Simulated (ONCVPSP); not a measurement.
**boron (B): variants of one ONCV potential**

Base potential:

boron (B), optimised norm-conserving Vanderbilt (ONCV), made with ONCVPSP 4.0.1 (PW91, scalar-relativistic). Core [He], reference 2s1.75 2p1.25. Waves: 2s: rc 1.45 bohr, ncon 4, nbas 8, qcut 4.1 1/bohr, 3 projectors, debl 3.8 Ha; 2p: rc 2.20 bohr, ncon 5, nbas 10, qcut 5.5 1/bohr, 2 projectors, debl 2.4 Ha; d scattering state at 0.45 Ha: rc 1.95 bohr, ncon 3, nbas 6, qcut 4.4 1/bohr, 2 projectors, debl 0.9 Ha. Local part: polynomial inside 0.95 bohr (lpopt 1, dvloc0 0 Ha). Core correction: polynomial model core, fcfact 0.35.

Cutoffs, loose and tight: the cutoffs (Ha) at which the residual kinetic energy of the hardest occupied pseudo-wave falls to 1 and 0.1 mHa per electron. They do not see the model core or the augmentation charge, which bear on the density cutoff. Test errors are all-electron minus pseudo excitation energies from the reference, over the configurations 2s2 2p1; 2s2 2p0; 2s1 2p0; 2s0 2p3. A dash means not determined; rows that change the core or the reference have their own tests.

```csv
change,outcome,"cutoff, loose","cutoff, tight",bound ghosts,GHOST(+) flags above zero,largest test error (meV)
base,generated,16 Ha,72 Ha,none,none,+107
d: rc 2.24,generated,16 Ha,72 Ha,none,none,+107
"local potential polynomial inside 1.05 bohr (lpopt 5, dvloc0 1 Ha)",generated,16 Ha,72 Ha,none,none,+107
"d: ncon 4, nbas 7",generated,16 Ha,72 Ha,none,none,+107
"core correction polynomial model core, fcfact 0.22",generated,16 Ha,72 Ha,none,none,+115
functional PBE,generated,15 Ha,72 Ha,none,none,+111
d: qcut 5.7,generated,16 Ha,72 Ha,none,none,+107
p: nbas 8,generated,16 Ha,72 Ha,none,none,+97
"local potential polynomial inside 0.95 bohr (lpopt 1, dvloc0 8 Ha)",generated,16 Ha,72 Ha,none,none,+107
reference 2s2 2p1,generated,16 Ha,72 Ha,none,none,+88
```

(1) What comes out with this change to the base: p: qcut 4.4?

## Answers

(1) outcome: generated; cutoff, loose: 16 Ha; cutoff, tight: 72 Ha; bound ghosts: none; GHOST(+) flags above zero: none; largest test error (meV): +149.
